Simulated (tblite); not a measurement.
Compound: C8H7O (doublet state).
Structure used (GFN2-xTB), in Å, numbered top down from 1:
```
atom  x, y, z in Å
C1     2.845   -1.199   -0.741
C2     1.742   -0.835   -0.428
C3     0.450   -0.447   -0.051
C4    -0.092    0.789   -0.171
C5     0.576    1.951   -0.719
O6     0.086    3.052   -0.822
C7    -1.504    0.814    0.344
C8    -1.727   -0.580    0.786
C9    -0.524   -1.414    0.559
H10    3.811   -1.498   -1.021
H11    1.614    1.749   -1.051
H12   -1.616    1.550    1.154
H13   -2.205    1.140   -0.438
H14   -2.638   -0.945    1.215
H15   -0.119   -1.851    1.484
H16   -0.707   -2.266   -0.111
```

The geometry is computed with GFN2-xTB (gas phase). This method treats the open shell by occupation alone, without spin polarisation.

Masses are those of the commonest isotopes; rigid-rotor values at the optimised geometry. The values belong to one conformer with, in the numbering `[CH:1]#[C:2][C:3]1=[C:4]([CH:5]=[O:6])[CH2:7][CH:8][CH2:9]1`, C3–C4–C5–O6 180°.

Task: Give the principal moments of inertia and the rotational constants in GHz.

Result: Ia = 246.88, Ib = 309.13, Ic = 549.85 u·Å²; 505379 MHz·u·Å²/I gives 2047, 1635 and 919.1 MHz, that is A = 2.0471, B = 1.6348, C = 0.9191 GHz.

Task: Classify the top.

Result: An asymmetric top. Ray's parameter κ = (2B − A − C)/(A − C) = 0.269; −1 is the prolate and +1 the oblate limit.

Task: Is it planar, by Δ = Ic − Ia − Ib?

Result: Not planar: Δ = Ic − Ia − Ib = -6.16 u·Å². For a rigid frame Δ = −2 Σ m c², so Σ m c² = 3.08 u·Å² lies off the ab plane, practically all of it from hydrogen. The atom farthest from that plane is 0.88 Å away.

Task: Give the other two planar moments, Paa and Pbb, and the rms extents of the mass along the axes.

Result: Paa = Σ m a² = (Ib + Ic − Ia)/2 = 306.05 and Pbb = Σ m b² = (Ia + Ic − Ib)/2 = 243.80 u·Å². With the mass M = 119.05 u, the rms extents √(P/M) along a, b and c are 1.60, 1.43, 0.16 Å.

Task: List the rotational levels J(Ka,Kc) to J = 4 (MHz).

Result: Above 0(0,0):
J = 1: 1(0,1) 2554, 1(1,1) 2966, 1(1,0) 3682
J = 2: 2(0,2) 7225, 2(1,2) 7358, 2(1,1) 9506, 2(2,1) 10742, 2(2,0) 11179
J = 3: 3(0,3) 13693, 3(1,3) 13722, 3(1,2) 17809, 3(2,2) 18404, 3(2,1) 20035, 3(3,1) 22480, 3(3,0) 22687
J = 4: 4(0,4) 21958, 4(1,4) 21963, 4(1,3) 28059, 4(2,3) 28247, 4(2,2) 31747, 4(3,2) 33238, 4(3,1) 34299, 4(4,1) 38234, 4(4,0) 38315
The levels of one J sum to (2J + 1)J(J + 1)(A + B + C)/3.

Task: Estimate the classical rotational partition function at 10 K, 25 K and 50 K.

Result: Point group Cs, symmetry number σ = 1; q = (√π/σ)·√((kT/h)³/(ABC)), k/h = 20836.6 MHz/K: 3040 at 10 K, 12000 at 25 K, 34000 at 50 K.

For this open shell read J as N, the rotation without spin; fine and hyperfine splittings come on top. Its GFN2-xTB frequencies are all real (lowest 108 cm⁻¹). These are rigid-rotor constants of the computed structure; measured ground-state constants (B0) also hold zero-point vibration.

The run took 0.75 s on Intel Xeon at 2.50 GHz, one thread, on a shared host. These figures are those of the optimisation.
